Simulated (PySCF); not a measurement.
Which determinant of NaSn lies lowest?

Unrestricted PBE0; Na def2-SVP, Sn def2-SVP with ECP28; scalar-relativistic core potentials (PySCF 2.14). Outer shells of the fragments: Na 3s1; Sn 4d10 5s2 5p2.

Followed along the bond (rough minima from three points):

```csv
2Ms+1,unpaired,⟨S²⟩ at the start,R at minimum (Å),Te (eV)
4,"σ ↑, π ↑↑",3.75,2.93,0.00
2,π ↑,0.77,3.08,0.31
2,"σ ↓, π ↑↑",1.76,3.02,0.46
2,"σ ↑, π ↑↓",1.76,2.96,0.50
2,σ ↑,0.75,2.96,1.23
```

Solutions found at the starting distance of 2.925 Å, counted from the lowest of them; the search is not exhaustive and high or unbound solutions are not listed, so other states can lie among these:

```csv
2Ms+1,unpaired,term,E (eV),⟨S²⟩,⟨Lz²⟩,μ (D)
4,"σ ↑, π ↑↑",⁴Σ⁻,0.00,3.75,0.00,-7.03
2,π ↑,²Π,0.33,0.77,1.00,-4.80
2,"σ ↓, π ↑↑",mixed,0.47,1.76,0.00,-6.33
2,"σ ↑, π ↑↓",mixed,0.50,1.76,2.01,-6.67
2,σ ↑,mixed,1.24,0.75,2.00,-6.38
4,"σ ↑↑, π ↑",⁴Π,1.71,3.75,1.00,4.14
```

A term symbol is given only where ⟨S²⟩ and ⟨Lz²⟩ are close to those of a pure state; real π, δ and φ orbitals otherwise mix terms. A positive dipole means Na(−)Sn(+).

Spin–orbit coupling is left out. Counting both spins, an empty level lies below a filled one in some of these solutions, because spin and occupation are held.
